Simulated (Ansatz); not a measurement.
Input file for Ansatz (a program for electronic structure): R-wB97X-V/def2-TZVPP on Ba, 2S+1 = 1, a spin state set in the input, which need not be the lowest. Elements past Kr take the def2 small-core potentials; no spin–orbit coupling.

Ansatz 0.2 input:
```yaml
crystal:
  periodic: [false, false, false]
  atoms:
    - {symbol: Ba, position_ang: [0.00000000, 0.00000000, 0.00000000]}
basis:
  gaussian:
    orbitals: def2-TZVPP
hamiltonian:
  xc: {name: wB97X-V}
scf: {lower_state_search: full}
```

The head of its log:

```
Functional definition: wB97X-V
[...]
integrals: 0.04 GiB planned
287 factors; their error is unknown
integrals: 0.07 GiB planned
84 factors; integrals over basis functions are off by at most 7.9e-5 eV
mean field: 0.17 GiB planned
mean field evaluation 1: about -691.9723 eV, gradient 6.6e-1 eV
mean field evaluation 2: about -691.9723 eV, gradient 6.6e-1 eV
```

### Question
Give the final energy of this run.

### Answer
-25.4297 hartree.
